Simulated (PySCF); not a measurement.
(1S)-1-bromo-1-chloroethane (C2H4BrCl), SMILES Cl[C@H](C)Br. Geometry: PBE0-D3(BJ)/def2-SVP.

Level of theory: PBE0-D3(BJ)/def2-SVP run with PySCF.

Harmonic wavenumbers (cm⁻¹): 225, 274, 298, 384, 585, 701, 986, 1060, 1113, 1215, 1290, 1392, 1449, 1456, 3068, 3167, 3172, 3188. Rotational constants (GHz): 6.031, 1.977, 1.552; symmetry number 1.

### Question
Work out the zero-point energy and the ideal-gas rigid-rotor harmonic-oscillator thermochemistry at 298.15 K and 1 atm.

### Answer
ZPE = ½ Σ hcν = ½ × 25024 cm⁻¹ = 35.77 kcal/mol. H − E(el) = 39.49 kcal/mol. Entropy in cal/(mol K): translation 40.79, rotation 27.25, vibration 7.06, total 75.11. G − E(el) = 17.09 kcal/mol. Cp = 18.16 cal/(mol K).
